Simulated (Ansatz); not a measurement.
Relaxation of CH₆Ge (8 atoms, charge 0, multiplicity 1), to a largest force component of 0.02 eV/Å in at most 40 steps.

Theory: Ansatz, RKS r2SCANh-D4/def2-mTZVP.

```xyz
8
Properties=species:S:1:pos:R:3
Ge 0.000 0.000 0.000
C 0.000 0.000 1.960
H -1.000 -0.309 2.330
H 0.768 -0.711 2.330
H 0.232 1.020 2.330
H 1.462 0.000 -0.516
H -0.730 1.265 -0.516
H -0.730 -1.265 -0.516
```

**Question.** Where does it end, and by what steps?

**Answer.** The forces met the threshold. The force dipped under the threshold on the way, but the program's further checks kept it going. After 6 steps the energy has fallen by 0.044 eV; H5 moved furthest, 0.21 Å.

```
step  energy less start (eV)  largest force component (eV/Å)  accepted
   0                  0.0000                           0.682       yes
   1                 -0.0347                           0.171       yes
   2                 -0.0395                           0.020       yes
   3                 -0.0414                           0.022       yes
   4                 -0.0417                           0.211       yes
   5                 -0.0416                           0.311        no
   6                 -0.0445                           0.004       yes
```

```xyz
8
Properties=species:S:1:pos:R:3
Ge 0.000 0.000 0.007
C 0.000 0.000 1.959
H -1.014 -0.100 2.344
H 0.594 -0.829 2.344
H 0.421 0.928 2.344
H 1.432 0.144 -0.531
H -0.840 1.167 -0.532
H -0.590 -1.312 -0.532
```

Time of the run: 27 s on 1 thread of Arm Neoverse V2 (shared host), peak memory 0.15 GiB.
